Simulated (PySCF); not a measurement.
# NMR problem set

Level of theory: GFN2-xTB geometry, NMR shieldings at PBE0/pcSseg-1/GIAO, in PySCF (non-relativistic Hamiltonian, one computed conformer, one averaged value for each set of equivalent atoms, gas phase).

References, each an isolated molecule treated in the same way: TMS for ¹H, ¹³C. Splittings of carbon signals by F and P are missing where no couplings were computed. Where no couplings were computed, multiplicities follow the n + 1 count of equivalent neighbours, and m marks all less simple cases (inequivalent or close neighbours, rings, F or P nearby). Shifts are as computed. Against solution values, carbons near 30 ppm lie about +3 ppm off and those near 130 ppm about +5 ppm; carbons on Cl a further +6 ppm. Of 1211 compounds with measured shifts, 218 miss one by over three times the rms of a fit or turn the order of signals round; such compounds aren't used in these exercises. Carbons bonded to Cl come out too deshielded. OH and NH positions are gas-phase values without hydrogen bonding to other molecules.

Q: C$_{8}$H$_{4}$ClF$_{3}$O. ¹H NMR (400 MHz, computed): δ 7.76 (m, 1H), 7.32 (s, 1H), 6.71 (d, 1H), 4.61 (br s, 1H). ¹³C{¹H} NMR (computed): δ 167.1 (C), 164.9 (C), 146.3 (C), 136.6 (CH), 136.0 (C), 125.0 (C), 121.9 (CH), 116.5 (CH). Give a structure.

A: SMILES c1cc(O)cc(Cl)c1C(F)=C(F)F. The formula gives 5 degrees of unsaturation (1 ring in the answer). 8 carbon signals for 8 carbons: no two carbons are equivalent. Carbon types of the structure: 5 × C, 3 × CH, leaving 1 H on heteroatoms. δC 164.9: aromatic carbon bearing oxygen; σ withdrawal by the attached heteroatom moves it downfield of the ring CH carbons. δC 146.3: aromatic carbon bearing chlorine. δC 136.6, 121.9, 116.5: aromatic CH. δC 125.0: substituted aromatic carbon.

This is the structure that produced the data.

Q: C$_{5}$H$_{6}$N$_{2}$O. ¹H NMR (300 MHz, computed): δ 8.36 (s, 1H), 6.26 (m, 1H), 5.72 (m, 1H), 5.51 (m, 1H), 3.84 (d, 2H). ¹³C{¹H} NMR (computed): δ 185.0 (C), 163.2 (CH), 141.5 (CH), 126.4 (CH2), 37.5 (CH2). What is it?

A: SMILES c1(CC=C)ncno1. The formula gives 4 degrees of unsaturation (1 ring in the answer). 5 carbon signals for 5 carbons: no two carbons are equivalent. Carbon types of the structure: 1 × C, 2 × CH, 2 × CH2, which accounts for all hydrogens. δC 185.0: substituted aromatic carbon next to the ring oxygen. δC 163.2: aromatic CH between two ring heteroatoms. δC 141.5: alkene CH; the olefinic region. δC 126.4: terminal =CH2 carbon; the olefinic region.

The data come from this structure; uniqueness wasn't tested.

Q: C$_{7}$H$_{5}$Cl. ¹H NMR (500 MHz, computed): δ 7.46 (m, 1H), 7.42 (s, 1H), 7.36 (m, 1H), 3.57 (s, 2H). ¹³C{¹H} NMR (computed): δ 145.1 (C), 136.2 (C), 134.7 (CH), 131.5 (C), 120.7 (CH), 120.6 (CH), 24.9 (CH2). Give a structure.

A: SMILES Clc1ccc2c(c1)C2. Rings plus π bonds: 5 (2 rings in the answer). 7 carbon signals for 7 carbons: no two carbons are equivalent. Carbon types of the structure: 3 × C, 3 × CH, 1 × CH2, which accounts for all hydrogens. δC 145.1: aromatic carbon bearing chlorine. δC 136.2, 131.5: substituted aromatic carbon. δC 134.7, 120.7, 120.6: aromatic CH. δC 24.9: three-membered-ring carbon; carbons of three-membered rings are unusually shielded.

The shifts were computed for this structure.
